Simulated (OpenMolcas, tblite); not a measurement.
# A ladder of methods for GeH2Cl2 (dichlorogermane)

The species is GeH2Cl2 (5 atoms), meant as a singlet with charge 0. As SMILES, `[Cl][GeH2][Cl]`. Geometry: relaxed at PBE0-D4/def2-TZVP.

Quantity: the vertical energy of the triplet above the singlet, in eV. The values are calculated.

```csv
level,kind,program,value (eV),CPU time (all runs)
IPEA1-xTB,semi-empirical,tblite,6.30,under 2 s
HF/def2-SVPD,Hartree–Fock,OpenMolcas,7.99,86 s
SVWN5/def2-SVPD,LDA,OpenMolcas,5.65,69 s
PBE/def2-SVPD,GGA,OpenMolcas,5.73,97 s
M06-L/def2-SVPD,meta-GGA,OpenMolcas,6.46,2.1 min
M06-2X/def2-SVPD,hybrid meta-GGA,OpenMolcas,7.01,2.4 min
PBE0/def2-SVPD,global hybrid,OpenMolcas,6.36,83 s
```

All-electron rows without a relativistic Hamiltonian named are non-relativistic. The values span 5.65 to 7.99 eV. Times are those of the runs behind each value, whatever else they computed, on shared processors of several kinds: orders of magnitude only.
